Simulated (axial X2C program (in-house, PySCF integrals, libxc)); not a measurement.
# RbN⁺: cheaper levels and CCSD(T), 2c

All values were computed with an in-house all-electron X2C program for linear molecules (integrals from PySCF). Two-component (2c) means X2C with spin–orbit coupling and atomic mean-field two-electron Coulomb and Gaunt terms. Basis: Rb dyall-cv3z [12s13p8d4f1g], N dyall-av3z [7s7p3d2f] (cores contracted in-house); Gaussian nuclei, density fitting, unrestricted open shells. Masses: Rb 84.912 u, N 14.003 u.

State: Ω = 3/2 (⟨Sz⟩ = 1.50, ⟨Lz⟩ = 0.00 at HF); fragments Rb+ + N.

```
level  Re (Å)  ωe (cm⁻¹)  De (eV)
 PBE0   3.308       74.2    0.061
   HF   3.498       58.3    0.039
  MP2   3.280       80.0    0.065
 CCSD   3.320       73.9    0.065
TPSSh   3.379       65.9    0.055
```

Correlated methods: 13 electrons correlated (number of frozen shells: Rb 3 s, 2 p, 1 d; N 1 s), 263 virtual spin orbitals or spinors in MP2, 90 natural virtuals in coupled cluster.

CCSD(T), same Hamiltonian and basis:

Re = 3.300 Å, ωe = 76.5 cm⁻¹, De = 0.06 eV; T1 = 0.004 (Lee–Taylor normalisation).

Task: Give the differences from CCSD(T) in the columns below.

Result: 

```csv
level,ΔRe (Å),Δωe (cm⁻¹)
PBE0,0.008,-2.3
HF,0.198,-18.2
MP2,-0.020,3.5
CCSD,0.020,-2.6
TPSSh,0.079,-10.6
```

The state is a single determinant with fixed occupations, the lowest that a limited PBE0 search found. De is counted from the lowest determinant-based energies of the atoms at the same level, without counterpoise correction. Density functionals use the spin component along the axis (collinear). Coupled cluster ran in a truncated set of natural virtual spinors; the MP2 energy of the rest was added. (T) has no such correction and the atoms are truncated less, which lowers De at CCSD(T) by a hundredth of an eV or more. With several unpaired electrons one determinant need not be a pure state. This is the top spin component of a Σ state; components of lower Ω are not single determinants and can lie lower. The bond is weak, and without diffuse functions and with truncated virtuals even CCSD(T) can be tens of per cent off in De.
